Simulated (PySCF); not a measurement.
H6NSi2, SMILES [SiH3][N][SiH3], multiplicity 2. Atoms are numbered in the order given.

```xyz
9

Si     0.0028    -0.0811     1.6262
N      0.0226     0.5191     0.0000
Si     0.0028    -0.0811    -1.6262
H      0.4540    -1.5010     1.7910
H     -1.4241     0.0241     2.0706
H      0.8516     0.7961     2.4860
H      0.8516     0.7961    -2.4860
H      0.4540    -1.5010    -1.7910
H     -1.4241     0.0241    -2.0706
```
Charge 0, spin multiplicity 2.

Geometry optimised at PBE0-D3(BJ)/def2-SVP. The isomer is the one that the SMILES or the coordinates give; other isomers of the formula were not compared.

Method: ωB97X/def2-TZVPD run with PySCF.

The molecule is in vacuum.

**Question.** Estimate the frontier levels, dipole moment and polarisability. (The exact figures need the calculation; the answer reports its results.)

**Answer.** 
```yaml
"α spin, highest occupied and lowest empty level": -10.51 and 1.61 eV
"β spin, highest occupied and lowest empty level": -10.04 and -1.87 eV
dipole_moment: 0.63 D
quadrupole, principal values (traceless, Buckingham form, about the centre of nuclear charge): -2.97, 0.74, 2.24 D·Å
mean_static_polarisability: 65.6 bohr³ (9.71 Å³)
polarisability_principal_values: 57.6, 59.5, 79.6 bohr³
"⟨S²⟩": 0.756 (pure state 0.75)
```
